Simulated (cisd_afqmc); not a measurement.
Input (X2C-AFQMC/CISD/cc-pwCVTZ-DK; cisd_afqmc is a phaseless AFQMC code with CISD trial states that reads the integrals written by Ansatz): The .json basis holds the Basis Set Exchange's core-valence set for the 3d metal and cc-pVXZ-DK of the same size for its partners.

Ansatz 0.2 input:
```python
import cisd_afqmc

open("ham.yaml", "w").write("""\
crystal:
  periodic: [false, false, false]
  atoms:
    - {symbol: Cu, position_ang: [-0.00000000, -0.00000000, -0.77320202]}
    - {symbol: Cl, position_ang: [0.00000000, 0.00000000, 1.31899169]}
basis:
  gaussian:
    orbitals: cc-pwCVTZ-DK.json
magnetization: {spin_polarized: false}
correlation: {method: ccsd, frozen_orbitals: {Cl: 5, Cu: 5}, hamiltonian_folder: ham}
""")
rep = cisd_afqmc.ansatz("ham.yaml")
e_ccsd = rep["correlation"]["coupled_cluster"]["energy"]["hartree"]
out = cisd_afqmc.run("ham", e_ccsd, trial="CISD", walkers=100, populations=8, threads=8, dt=0.005, steps=40, early=36, settle=10, least=32,
    cut=5e-5, rank_cut=2e-4, target=0.0006, seconds=3000, seed=4, memory=12960, gpu=False)
```

Output:

```
orbitals 126, occupied [13], factors 728 of 835, rank of the doubles 673 of 1469
E(HF) = -2114.145660
E(CCSD) on the cut factors = -2115.243728, shift to the whole factors -0.000009
Energy of the trial state on the determinant = -2115.243703
  tau behind 10.8 of longer steps, mean of the populations' last blocks
   2.0  -2115.28675
   4.0  -2115.28292
   6.0  -2115.28562
   8.0  -2115.29112
  10.0  -2115.27995
  12.0  -2115.27722
  14.0  -2115.28312
  16.0  -2115.27650
  18.0  -2115.28884
  20.0  -2115.28449
  22.0  -2115.28033
  24.0  -2115.27831
  26.0  -2115.28493
  28.0  -2115.28294
  30.0  -2115.28359
  32.0  -2115.27843
  34.0  -2115.28261
  36.0  -2115.27594
  38.0  -2115.28428
  40.0  -2115.28341
  42.0  -2115.28049
  44.0  -2115.27929
blocks 1708 (2 outliers left out), error by blocks joined: 1: 0.00053, 2: 0.00059, 4: 0.00064, 8: 0.00066, 16: 0.00065
E(AFQMC/CISD) = -2115.28187 +/- 0.00066
```

 The CCSD(T) runs of this state have a T1 diagnostic of up to 0.027.
